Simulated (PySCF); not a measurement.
**Sb: excitation energy**

Sb [Kr] 4d10 5s2 5p3 (4S) → Sb [Kr] 4d10 5s2 5p2 5d1 (high-spin determinant), as a difference of total energies. Calculation: PySCF 2.14, in aug-cc-pVDZ-PP with ECP28MDF (5s4p3d, 32 functions); scalar relativity through the core potential. Correlated levels: valence: 4s2 4p6 4d10 frozen. The calculations carry no spin-orbit coupling.

| method | excitation energy (eV) |
| --- | --- |
| UHF | 8.158 |
| LDA | 7.618 |
| PBE | 7.470 |
| PBE0 | 7.717 |
| r2SCAN | 7.912 |
| M06 | 7.411 |
| M06-L | 7.580 |
| BLYP | 7.413 |
| r2SCAN0 | 8.034 |
| MP2 (valence) | 8.222 |
| SCS-MP2 (valence) | 8.165 |

**Question.** How much does correlation contribute at MP2 (valence)?

**Answer.** 8.222 − (8.158) = 0.064 eV, measured against UHF.

The promoted electron is Rydberg-like, and one or two diffuse shells describe it only roughly, which tends to raise the upper state.

In the upper state the promoted electron has a positive orbital energy at LDA, PBE, PBE0, r2SCAN, M06, M06-L, BLYP, r2SCAN0, so the basis confines it.

The determinant of the upper state mixes LS terms, which raises its energy above the lowest term, most at the Hartree-Fock and MP2 levels.
